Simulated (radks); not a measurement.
The nitrogen anion N3-, [Ne], held by a Watson sphere: a shell of charge +3 at radius R that stands for the Madelung well of a crystal (potential energy -3/R inside, -3/r outside, in hartree with lengths in bohr). Method: non-relativistic Kohn-Sham, LDA (Slater exchange, Perdew-Wang correlation), spin-unpolarised, spherical densities, point nucleus; computed with a radial shooting solver on a logarithmic mesh with Libxc functionals. Response by self-consistent Sternheimer equations with the Hartree and adiabatic LDA kernel. The sphere does not respond.

[
 {"R (bohr)": "2", "e(1s) (eV)": "-374.26", "e(2s) (eV)": "-18.357", "e(2p) (eV)": "-7.614", "<r> 2p (bohr)": "1.751", "sum of <r^2> (bohr^2)": "29.08", "X-ray form factor at sin(theta)/lambda = 0.3 1/angstrom": "3.281", "alpha (bohr^3)": "20.63"},
 {"R (bohr)": "2.02", "e(1s) (eV)": "-374.29", "e(2s) (eV)": "-18.259", "e(2p) (eV)": "-7.545", "<r> 2p (bohr)": "1.759", "sum of <r^2> (bohr^2)": "29.35", "X-ray form factor at sin(theta)/lambda = 0.3 1/angstrom": "3.273", "alpha (bohr^3)": "21.11"},
 {"R (bohr)": "2.47", "e(1s) (eV)": "-374.88", "e(2s) (eV)": "-16.380", "e(2p) (eV)": "-6.158", "<r> 2p (bohr)": "1.943", "sum of <r^2> (bohr^2)": "35.57", "X-ray form factor at sin(theta)/lambda = 0.3 1/angstrom": "3.160", "alpha (bohr^3)": "35.21"},
 {"R (bohr)": "3.31", "e(1s) (eV)": "-375.14", "e(2s) (eV)": "-14.246", "e(2p) (eV)": "-4.364", "<r> 2p (bohr)": "2.278", "sum of <r^2> (bohr^2)": "48.79", "X-ray form factor at sin(theta)/lambda = 0.3 1/angstrom": "3.143", "alpha (bohr^3)": "86.17"},
 {"R (bohr)": "3.38", "e(1s) (eV)": "-375.14", "e(2s) (eV)": "-14.129", "e(2p) (eV)": "-4.252", "<r> 2p (bohr)": "2.306", "sum of <r^2> (bohr^2)": "50.01", "X-ray form factor at sin(theta)/lambda = 0.3 1/angstrom": "3.145", "alpha (bohr^3)": "92.41"}
]
